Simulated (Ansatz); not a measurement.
Problem. Name a neutral molecule of Al, B, N, Si and H with HOMO–LUMO gap (B3LYP/def2-TZVPP) between 4.15 and 4.45 eV and HOMO–LUMO gap (PBE/def2-TZVPP) between 2.40 and 2.70 eV (Ansatz, PBE0-D4/def2-TZVP geometry).

Solution. `[BH2][Al]([NH2])[SiH3]` (4.18 eV, 2.52 eV). Other molecules can fit too; these were computed, each in one conformer that needn't be the lowest.

B3LYP here is the variant with VWN-RPA as its local correlation; programs differ in this.
